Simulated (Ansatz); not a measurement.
Basis-set series for `C[C](C)(C)[SnH3]`. The species carries charge 0 and has multiplicity 1. Sn takes the def2 core potential. Geometry: relaxed with PBE0-D4/def2-TZVP.

| functional | basis | functions | energy (Eh) | HOMO (eV) | LUMO (eV) |
| --- | --- | --- | --- | --- | --- |
| PBE0-D4 | def2-SVP | 142 | -373.61444 | -7.22 | 0.68 |
| PBE0-D4 | def2-QZVPP | 670 | -373.80662 | -7.25 | 0.20 |
| ωB97M-V | def2-SVP | 142 | -373.62783 | -9.31 | 2.35 |
| ωB97M-V | def2-QZVPP | 670 | -373.83445 | -9.35 | 1.35 |

(1) Give the rows for def2-TZVPP. (Estimate.)

Answers

(1) Computed: 
```csv
functional,basis,functions,energy (Eh),HOMO (eV),LUMO (eV)
PBE0-D4,def2-TZVPP,342,-373.79542,-7.24,0.34
ωB97M-V,def2-TZVPP,342,-373.82314,-9.35,1.72
```

Positive LUMOs are unbound and depend on the basis.
